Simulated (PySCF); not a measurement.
Compound: C3H8Se.
Bonds: C1–C2, C2–Se3, Se3–C4. Hydrogens: H5, H6, H7 on C1; H8, H9 on C2; H10, H11, H12 on C4.

Theory: PySCF, PBE0-D3(BJ)/def2-SVP geometry optimisation, gas phase.

Problem. List the bond lengths, angles and torsions at this level.

Solution. 
| bond | length (bohr) |
| --- | --- |
| C1–C2 | 2.864 |
| C2–Se3 | 3.690 |
| Se3–C4 | 3.668 |
| C1–H5, C1–H6, C1–H7 | 2.080 |
| C2–H8, C2–H9 | 2.081 |
| C4–H10, C4–H11, C4–H12 | 2.076 |

Bonds in one row agree within 0.02 bohr and their mean is given. A selection of angles:
| angle | degrees |
| --- | --- |
| C2–C1–H5 | 110.6 |
| H5–C1–H6 | 108.2 |
| C1–C2–Se3 | 114.9 |
| C1–C2–H8 | 111.2 |
| Se3–C2–H8 | 104.1 |
| Se3–C2–H9 | 107.7 |
| H8–C2–H9 | 106.7 |
| C2–Se3–C4 | 97.9 |
| Se3–C4–H10 | 111.6 |
| Se3–C4–H12 | 106.9 |
| H10–C4–H11 | 110.1 |

Dihedral angles: C1–C2–Se3–C4 -69° (synclinal). The mirror-image conformer, all signs reversed, is as good.

Of the pairs four or more bonds apart, H7···H10 is among the closest relative to their van der Waals radii: 2.44 Å, 102 % of the sum of Bondi's values.

Point group: C1 (no symmetry element, even within 0.4 Å). No PBE0-D3(BJ)/def2-SVP frequencies stand behind this structure, so it isn't proved a minimum. One conformer, not necessarily the lowest.

On one thread of an x86-64 server (shared host), this took 48 s. That covers the optimisation of the geometry.
